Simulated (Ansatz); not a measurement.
System: IrO3, charge 0, multiplicity 2. The spin state was set by rule; other spins were not relaxed. SMILES: [O]=[Ir](=[O])=[O]
Coordinates optimised at B3LYP-D3(BJ)/def2-TZVP (Ansatz, a quantum-chemistry and plane-wave program):
```xyz
4

Ir    -0.0113    -0.0191     0.0004
O      1.7111     0.1073    -0.0034
O     -0.7262     1.5526    -0.0353
O     -0.8756    -1.4759     0.0344
```
Charge 0, spin multiplicity 2.

Parts of the frozen-core correlation energy in def2-TZVPP (Ansatz, hartree). Frozen orbitals: 7; correlated occupied orbitals by spin: 14 and 13; virtual: 128 and 129. UHF or UKS for open shells. Spin-orbit coupling is left out. In def2 rows, elements after Kr have scalar-relativistic effective core potentials.

| term | value |
|---|---|
| reference (HF) | -328.03119 |
| MP2 opposite-spin | -0.70221 |
| MP2 same-spin | -0.30654 |
| CCSD correlation | -1.02413 |
| (T) | -0.06923 |
| T1 diagnostic | 0.084 |
| largest doubles amplitude | 0.085 |
| <S^2> of the reference | 1.689 |
